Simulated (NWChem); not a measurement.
System meant: CH₄N₂OZn; SMILES [OH][Zn]1[NH]C=[NH]->1

Input file for NWChem:

```
start job
memory heap 200 mb stack 900 mb global 1100 mb
geometry units angstroms noautoz
  Zn    -0.009955    -0.515082     0.000000
  O     -0.092823    -2.319274     0.000000
  H      0.809516    -2.688828     0.000000
  C     -0.014801     1.918858     0.000000
  N     -1.124223     1.188255     0.000000
  N      1.110419     1.213775     0.000000
  H     -0.028527     3.032112     0.000000
  H     -2.025721     1.666276     0.000000
  H      1.997507     1.719090     0.000000
end
basis spherical
  * library def2-svp
end
dft
  xc pbe0
  iterations 4
  mulliken
end
task dft energy
```

End of the output:

```
    Atom       Charge   Shell Charges
 -----------   ------   -------------------------------------------------------
    1 Zn  30    29.29   2.00  2.00  1.94  0.51  0.17  5.99  5.91  0.78  7.80  2.19  0.00
    2 O    8     8.45   1.97  0.91  0.68  2.67  2.20  0.01
    3 H    1     0.95   0.57  0.19  0.19
    4 C    6     5.93   1.96  0.61  0.30  1.81  1.07  0.19
    5 N    7     7.27   1.97  0.75  0.48  2.25  1.78  0.04
    6 N    7     7.26   1.97  0.75  0.48  2.23  1.79  0.04
    7 H    1     0.98   0.64  0.28  0.07
    8 H    1     0.93   0.59  0.22  0.13
    9 H    1     0.94   0.59  0.22  0.13

 center of mass
 --------------
 x =  -0.01132651 y =  -0.08706201 z =   0.00000000

 moments of inertia (a.u.)
 ------------------
         746.986708927298           0.000000000000           0.000000000000
           0.000000000000         156.754607782551           0.000000000000
           0.000000000000           0.000000000000         903.741316709849

     Multipole analysis of the density
     ---------------------------------

     L   x y z        total         alpha         beta         nuclear
     -   - - -        -----         -----         ----         -------
     0   0 0 0     -0.000000    -31.000000    -31.000000     62.000000

     1   1 0 0      0.555570      0.277785      0.277785     -0.000000
     1   0 1 0      1.461531      0.730765      0.730765     -0.000000
     1   0 0 1     -0.000000     -0.000000     -0.000000      0.000000

     2   2 0 0    -23.529637    -58.740646    -58.740646     93.951654
     2   1 1 0     -3.200040      0.362789      0.362789     -3.925619
     2   1 0 1     -0.000000     -0.000000     -0.000000      0.000000
     2   0 2 0    -27.022482   -219.494549   -219.494549    411.966616
     2   0 1 1     -0.000000     -0.000000     -0.000000      0.000000
     2   0 0 2    -27.654113    -13.827056    -13.827056      0.000000

 ------------------------------------------------------------------------
 dft energy failed                                                                                  0
 ------------------------------------------------------------------------
 ------------------------------------------------------------------------
  current input line :
    22: task dft energy
 ------------------------------------------------------------------------
 ------------------------------------------------------------------------
 This type of error is most commonly associated with calculations not reaching convergence criteria
 ------------------------------------------------------------------------
 For more information see the NWChem manual at https://nwchemgit.github.io

0:dft energy failed:Received an Error in Communication
```

**Question.** Find the fault in this run and fix the input.

**Answer.** Convergence was not reached. Cause: the SCF was allowed too few iterations. This input runs:
```
start job
memory heap 200 mb stack 900 mb global 1100 mb
geometry units angstroms noautoz
  Zn    -0.009955    -0.515082     0.000000
  O     -0.092823    -2.319274     0.000000
  H      0.809516    -2.688828     0.000000
  C     -0.014801     1.918858     0.000000
  N     -1.124223     1.188255     0.000000
  N      1.110419     1.213775     0.000000
  H     -0.028527     3.032112     0.000000
  H     -2.025721     1.666276     0.000000
  H      1.997507     1.719090     0.000000
end
basis spherical
  * library def2-svp
end
dft
  xc pbe0
  iterations 150
  mulliken
end
task dft energy
```
It converges to -2003.74401 Ha (PBE0/def2-SVP).
